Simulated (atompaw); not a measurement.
# Cutoff test, Yb (Z = 70), PAW (atompaw)

```json
{
  "Element": "ytterbium (Yb)",
  "Generator": "atompaw 4.2.0.5",
  "Type": "PAW",
  "Functional": "LDA (PW92)",
  "Relativity": "scalar-relativistic",
  "Frozen core": "[Kr] 4d10",
  "Valence charge": "24",
  "Reference configuration": "4f14 5s2 5p6 5d0 6s1.5 6p0 (charge +0.5)",
  "Partial waves": "5s (bound): rc 2.20 bohr; 6s (bound): rc 1.85 bohr; 5p (bound): rc 1.90 bohr; 6p (bound, empty): rc 2.55 bohr; 5d (bound, empty): rc 2.50 bohr; 5d channel at 1.67 Ry: rc 2.50 bohr; 4f (bound): rc 0.80 bohr; 4f channel at 2.65 Ry: rc 0.80 bohr",
  "Local potential": "bessel scheme, radius 2.35 bohr",
  "Core correction": "smooth core density matched at 1.60 bohr",
  "Augmentation charge": "sinc compensation charge, radius 1.85 bohr; PAW radius 2.55 bohr; waves and projectors: custom rrkj gramschmidtortho"
}
```

The pseudo-atom Hamiltonian at the reference potential is diagonalised in spherical Bessel functions j_l(qr) that vanish at 20 bohr, with q² up to the cutoff. All-electron valence levels (Ry): 5s -4.2915, 6s -0.4945, 5p -2.2686, 6p -0.2434, 5d -0.2664, 4f -0.4772.

Task: How do the lowest levels (Ry) of each channel move with the cutoff, and are there ghosts?

Result:

| cutoff (Ry) | s #1 | s #2 | s #3 | p #1 | p #2 | p #3 | d #1 | d #2 | f #1 | Σ f·Δε (mRy) |
| --- | --- | --- | --- | --- | --- | --- | --- | --- | --- | --- |
| 8 | -4.2749 | -0.4665 | -0.0899 | -2.1937 | -0.2037 | -0.0248 | -0.2473 | -0.0277 | 0.0218 | 7506.3 |
| 25 | -4.2914 | -0.4940 | -0.0958 | -2.2681 | -0.2430 | -0.0361 | -0.2664 | -0.0311 | 0.0218 | 6985.0 |
| 50 | -4.2915 | -0.4945 | -0.0959 | -2.2685 | -0.2434 | -0.0362 | -0.2664 | -0.0311 | 0.0218 | 6981.6 |
| 100 | -4.2915 | -0.4945 | -0.0959 | -2.2685 | -0.2434 | -0.0362 | -0.2664 | -0.0311 | 0.0217 | 6980.2 |
| 180 | -4.2915 | -0.4945 | -0.0959 | -2.2685 | -0.2434 | -0.0362 | -0.2664 | -0.0311 | -0.4405 | 510.1 |
| 400 | -4.2915 | -0.4945 | -0.0959 | -2.2685 | -0.2434 | -0.0362 | -0.2664 | -0.0311 | -0.4769 | 0.0 |

Result: no extra level below or beside the all-electron valence levels (s, p, d, f tested); 10 mRy is reached at over 300 Ry and 1 mRy at over 300 Ry.
